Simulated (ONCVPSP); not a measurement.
## Which change was made? (Ge, ONCV)

germanium, optimised norm-conserving Vanderbilt (ONCV), made with ONCVPSP 4.0.1 (LDA (Perdew-Wang 92), scalar-relativistic). Core [Ar], reference 3d10 4s2 4p2. Waves: 4s: rc 1.90 bohr, ncon 3, nbas 6, qcut 2.8 1/bohr, 3 projectors, debl 1.2 Ha; 4p: rc 1.60 bohr, ncon 4, nbas 7, qcut 4.1 1/bohr, 3 projectors, debl 3.1 Ha; 3d: rc 1.30 bohr, ncon 4, nbas 9, qcut 13.7 1/bohr, 2 projectors, debl 1.8 Ha. Local part: polynomial inside 0.95 bohr (lpopt 4, dvloc0 4 Ha). Core correction: polynomial model core, fcfact 0.35.

Cutoffs, loose and tight: the cutoffs (Ha) at which the residual kinetic energy of the hardest occupied pseudo-wave falls to 1 and 0.1 mHa per electron. They do not see the model core or the augmentation charge, which bear on the density cutoff. Test errors are all-electron minus pseudo excitation energies from the reference, over the configurations 3d10 4s2 4p1; 3d10 4s2 4p0; 3d10 4s1 4p0; 3d10 4s1 4p3; variants that change the core or the reference have their own tests.

The base gives: outcome: generated; cutoff, loose: 70 Ha; cutoff, tight: 79 Ha; bound ghosts: p; GHOST(+) flags above zero: s, p; largest test error (meV): -34.

Question: After one change the result is: outcome: generated; cutoff, loose: 54 Ha; cutoff, tight: 80 Ha; bound ghosts: p; GHOST(+) flags above zero: s, p; largest test error (meV): -35. Which change was it?
A. s: qcut 2.2; p: qcut 3.2; d: qcut 10.8
B. all radii but the core radius scaled by about 1.28 (s 2.42, p 2.04, d 1.66 bohr); local potential polynomial inside 1.22 bohr (lpopt 4, dvloc0 4 Ha)
C. reference 3d10 4s1 4p3
D. s: rc 1.74

Answer: A. The others give: reference 3d10 4s1 4p3 → outcome: generated; cutoff, loose: 70 Ha; cutoff, tight: 79 Ha; bound ghosts: p; GHOST(+) flags above zero: s, p; largest test error (meV): -17 | s: rc 1.74 → outcome: generated; cutoff, loose: 70 Ha; cutoff, tight: 79 Ha; bound ghosts: p; GHOST(+) flags above zero: s, p; largest test error (meV): -24 | all radii but the core radius scaled by about 1.28 (s 2.42, p 2.04, d 1.66 bohr); local potential polynomial inside 1.22 bohr (lpopt 4, dvloc0 4 Ha) → outcome: generated; cutoff, loose: 55 Ha; cutoff, tight: 63 Ha; bound ghosts: none; GHOST(+) flags above zero: s; largest test error (meV): -106.
